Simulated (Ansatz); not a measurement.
C6H3FGe, SMILES `C#[C][Ge]([F])([C]#C)[C]#C`. Total charge 0; spin multiplicity 1. The structure was optimised at the PBE0-D4/def2-TZVP level.

```xyz
11

C    -1.546   -2.034    1.498
C    -0.789   -1.397    0.813
Ge    0.380   -0.376   -0.252
F     1.489   -1.475   -0.990
C    -0.537    0.505   -1.640
C    -1.132    1.078   -2.515
C     1.392    0.826    0.784
C     2.024    1.603    1.451
H    -2.214   -2.603    2.104
H    -1.657    1.584   -3.293
H     2.589    2.289    2.040
```

Question: What is the dipole moment at B3LYP/def2-TZVPP? (An estimate is asked.)

Answer: Ansatz gave: 2.61 D, with components (-1.68, 1.66, 1.11) D in this frame, pointing from negative to positive charge.

Question: And with PBE, r2SCAN, ωB97M-V? (An estimate is asked.)

Answer: The calculation gave: PBE 2.49 D, r2SCAN 2.59 D, ωB97M-V 2.62 D.

Question: Give the Mulliken charges with B3LYP, r2SCAN, ωB97M-V in def2-TZVPP. (Estimate.)

Answer: The calculation gave: 
```json
{"atom": "C1", "B3LYP": "-0.03", "r2SCAN": "-0.09", "ωB97M-V": "-0.10"}
{"atom": "C2", "B3LYP": "-0.40", "r2SCAN": "-0.30", "ωB97M-V": "-0.32"}
{"atom": "Ge3", "B3LYP": "0.88", "r2SCAN": "0.84", "ωB97M-V": "0.89"}
{"atom": "F4", "B3LYP": "-0.37", "r2SCAN": "-0.36", "ωB97M-V": "-0.35"}
{"atom": "C5", "B3LYP": "-0.40", "r2SCAN": "-0.30", "ωB97M-V": "-0.32"}
{"atom": "C6", "B3LYP": "-0.03", "r2SCAN": "-0.09", "ωB97M-V": "-0.10"}
{"atom": "C7", "B3LYP": "-0.40", "r2SCAN": "-0.30", "ωB97M-V": "-0.32"}
{"atom": "C8", "B3LYP": "-0.03", "r2SCAN": "-0.09", "ωB97M-V": "-0.10"}
{"atom": "H9", "B3LYP": "0.26", "r2SCAN": "0.23", "ωB97M-V": "0.24"}
{"atom": "H10", "B3LYP": "0.26", "r2SCAN": "0.23", "ωB97M-V": "0.24"}
{"atom": "H11", "B3LYP": "0.26", "r2SCAN": "0.23", "ωB97M-V": "0.24"}
```

B3LYP here is the variant with VWN-RPA as its local correlation; programs differ in this.
